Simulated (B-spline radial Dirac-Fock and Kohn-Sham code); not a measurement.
## Cd 3d3/2: cross section and angular parameters

System: neutral cadmium, configuration [Kr] 4d10 5s2; threshold 411.9 eV (tabulated edge). Level of theory: Dirac-Hartree-Slater photoionisation with a Latter tail; cross sections with all multipoles, angular parameters from the dipole term and its interference with E2; an atomic code on a B-spline grid.

For linearly polarised light dσ/dΩ = σ/(4π) [1 + β P₂(cos θ) + (δ + γ cos²θ) sin θ cos φ], with θ from the polarisation vector and φ the angle between the beam and the projection of the electron momentum on the plane normal to the polarisation.

```
hν (eV)  σ (kb)      β       γ       δ
    453    1230  0.741   0.016  -0.002
    475    1550  0.409  -0.011   0.000
    525    1320  0.397  -0.042   0.003
    600    1030  0.610  -0.061   0.008
    910     415  1.068   0.000   0.031
   1000     327  1.123   0.034   0.036
   2290    30.2  1.211   0.522   0.081
   4000    4.83  1.057   0.927   0.137
   4200    4.08  1.040   0.962   0.144
   4720    2.72  0.997   1.046   0.162
   7000   0.654  0.843   1.313   0.239
   7790   0.439  0.801   1.379   0.265
 9251.7   0.229  0.732   1.477   0.312
  10000       ?      ?       ?       ?
  11100   0.113  0.660   1.572   0.369
  12200  0.0781  0.624   1.617   0.402
```

Question: Give the values at 10000 eV.

Answer: σ = 0.170 kb, β = 0.701, γ = 1.519, δ = 0.335.

Values without a named source are computed, but for edge energies of neutral atoms, which are taken from tables.
